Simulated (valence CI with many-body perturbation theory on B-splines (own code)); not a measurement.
## E1 line list for Pr+

Calculated by relativistic CI+MBPT: four valence electrons over a frozen Dirac-Fock core [Xe], a basis of 7 s, 7 p, 7 d, 7 f, 4 g, 2 h functions for each j, with the one-electron correlation potential Σ1, the two-electron term Σ2, the three-electron term Σ3, Breit, model QED; selected CI, second order for the rest (own B-spline code, finite nucleus).

Against 17 measured levels this calculation errs by 526 cm⁻¹ on average and by 991 at most. These come from a selection out of the NIST Handbook of Basic Atomic Spectroscopic Data. Levels without a partner in it may be off by more, other configurations by several thousand cm⁻¹. Among the levels kept, up to 490 cm⁻¹ of a level comes from second order outside the variational space, and about a tenth of that is noise between levels of different J, which matters for small intervals. 2 measured levels below the end of the list, from 5855 cm⁻¹ on, found no clear computed partner, and computed levels of the same name lie up to 2366 cm⁻¹ from them.

Lines 1 to 50 of 312 in falling wavelength, among levels below 1.745 eV, chosen from the strongest by gf and those to the six lowest levels. Wavelengths and rates use the calculated energies, so an error of 500 cm⁻¹ moves a line at 24990 Å by 12 % and its rate by three times that or more. Electric multipoles are in the length gauge, E1 and E2 with the static RPA response of the core. Weak lines are less certain than strong ones. Lines between different terms over intervals too small for the method are left out, as are lines whose strength nearly cancels. Where a level lies close to another of its J and parity, the split of strength between their lines is uncertain. The highest levels of a list are the least certain.

Names give the largest LS component (configuration and term), which can be under half, so a name can repeat, a term be missing and a line seem to break the LS rules; names also repeat where a configuration has a term twice. Letters in brackets count levels of one name in rising energy.

```tsv
λ vac (Å)	Upper	Lower	A (s⁻¹)	S (a.u.) with core polarisation	S without
24990	4f³5d ³K°_6	4f²5d6s ⁵I_5	1.31e+03	1.31e-01	1.77e-01
24960	4f³5d ⁵G°_6	4f²5d² ³H_5	6.71e+02	6.69e-02	1.09e-01
24820	4f²5d² ³K_8 [b]	4f³5d ⁵L°_9	1.40e+03	1.79e-01	3.07e-01
24720	4f³5d ³K°_7	4f²5d6s ⁵I_7 [a]	1.05e+03	1.17e-01	1.68e-01
24690	4f²5d² ⁵K_6 [a]	4f³6s ³I°_6	1.90e+02	1.83e-02	9.78e-03
24660	4f³5d ⁵H°_4 [a]	4f²5d6s ⁵I_4 [a]	1.99e+03	1.33e-01	1.47e-01
24650	4f³5d ⁵H°_7	4f²5d² ³K_8 [a]	1.76e+03	1.95e-01	3.16e-01
24560	4f²5d² ⁵H_4 [c]	4f³5d ⁵H°_4 [a]	1.86e+03	1.23e-01	1.95e-01
24500	4f²5d² ⁵I_5 [c]	4f³5d ³I°_5	1.03e+03	8.19e-02	1.24e-01
24450	4f²5d² ⁵G_5 [b]	4f³5d ³I°_6	2.05e+03	1.62e-01	2.50e-01
24400	4f³5d ³I°_6	4f²5d6s ³H_5 [a]	3.19e+03	2.97e-01	3.59e-01
24390	4f²5d² ³K_8 [a]	4f³6s ³I°_7	1.94e+03	2.37e-01	2.89e-01
24230	4f³5d ³H°_6	4f²5d6s ⁵I_7 [a]	1.25e+03	1.14e-01	1.55e-01
24210	4f³5d ⁵I°_7	4f²5d² ⁵I_6 [a]	7.19e+02	7.55e-02	1.39e-01
23900	4f²5d² ⁵I_5 [d]	4f³5d ³I°_5	1.24e+03	9.18e-02	1.20e-01
23800	4f²5d6s ⁵G_6	4f³5d ⁵K°_7	1.65e+03	1.42e-01	2.84e-01
23750	4f²5d6s ⁵I_6	4f³6s ⁵I°_7	3.78e+02	3.25e-02	1.63e-02
23710	4f²6s² ³H_4	4f³5d ³I°_5	1.05e+03	6.25e-02	7.46e-02
23480	4f³5d ³K°_6	4f²5d6s ⁵K_6	7.90e+02	6.57e-02	1.10e-01
23400	4f²5d² ⁵H_4 [a]	4f³5d ⁵K°_5	3.08e+03	1.75e-01	3.44e-01
23380	4f²5d² ³F_2 [c]	4f³5d ⁵H°_3	2.33e+03	7.34e-02	1.55e-01
23280	4f²5d² ⁵G_5 [a]	4f³5d ³I°_5	2.37e+03	1.63e-01	2.47e-01
23260	4f²5d² ⁵I_6 [b]	4f³5d ⁵K°_7	7.25e+03	5.86e-01	1.08e+00
22930	4f²5d² ⁵I_7	4f³5d ⁵K°_8	1.59e+04	1.42e+00	2.70e+00
22910	4f²5d² ³K_7 [a]	4f³6s ⁵I°_7	7.40e+02	6.59e-02	5.42e-02
22850	4f³5d ⁵I°_5	4f²5d6s ³H_5 [a]	1.49e+03	9.67e-02	1.00e-01
22770	4f³5d ³H°_5	4f²5d6s ⁵I_6	1.59e+03	1.02e-01	1.47e-01
22730	4f²5d² ⁵I_6 [e]	4f³5d ³I°_6	1.63e+03	1.23e-01	1.82e-01
22560	4f²5d² ⁵I_6 [c]	4f³5d ⁵K°_7	1.53e+04	1.13e+00	2.11e+00
22550	4f²5d² ⁵G_5 [c]	4f³6s ³H°_4	1.01e+03	6.30e-02	8.54e-02
22200	4f²5d² ⁵I_4 [a]	4f³5d ⁵K°_5	2.12e+04	1.03e+00	1.97e+00
22160	4f²5d² ⁵I_6 [e]	4f³6s ³H°_5	9.82e+02	6.85e-02	8.36e-02
22050	4f²5d² ⁵I_5 [b]	4f³5d ⁵K°_6	2.68e+04	1.56e+00	2.90e+00
21740	4f²5d6s ⁵H_7 [b]	4f³5d ⁵K°_8	7.71e+02	5.87e-02	1.13e-01
21720	4f²5d² ⁵I_5 [a]	4f³6s ³I°_5	3.73e+03	2.07e-01	1.63e-01
21590	4f²5d² ⁵F_3 [b]	4f³6s ³H°_4	2.39e+03	8.32e-02	1.25e-01
21560	4f²5d6s ⁵K_8	4f³6s ³I°_7	1.33e+03	1.12e-01	1.34e-01
21520	4f²5d² ⁵I_6 [a]	4f³6s ³I°_6	5.09e+02	3.26e-02	3.24e-02
21370	4f²5d² ⁵I_5 [a]	4f³6s ⁵I°_6	1.98e+03	1.05e-01	7.33e-02
21340	4f²5d² ³L_7	4f³5d ⁵K°_8	6.01e+03	4.33e-01	8.11e-01
21270	4f²5d² ³K_8 [a]	4f³6s ⁵I°_8	5.63e+03	4.54e-01	4.12e-01
21260	4f²5d6s ⁵I_4 [a]	4f³6s ⁵I°_5	1.85e+03	7.89e-02	7.74e-02
21000	4f³5d ³L°_8	4f²5d² ⁵K_7	1.82e+03	1.41e-01	1.81e-01
20840	4f²5d6s ⁵H_5 [b]	4f³5d ⁵K°_6	5.79e+03	2.85e-01	5.35e-01
20750	4f²5d6s ⁵K_7	4f³6s ³I°_6	2.39e+03	1.58e-01	2.01e-01
20630	4f³5d ⁵G°_5	4f²5d² ⁵K_6 [b]	1.67e+03	7.95e-02	9.23e-02
20410	4f³5d ³G°_4	4f²5d6s ³I_5 [b]	1.57e+03	5.92e-02	6.23e-02
20410	4f²5d6s ³H_4	4f³6s ⁵I°_5	1.35e+03	5.09e-02	7.41e-02
20300	4f²5d² ⁵I_4 [b]	4f³5d ⁵K°_5	7.98e+03	2.97e-01	5.33e-01
20190	4f²5d6s ³K_6 [c]	4f³5d ⁵K°_7	6.84e+03	3.61e-01	7.03e-01
```
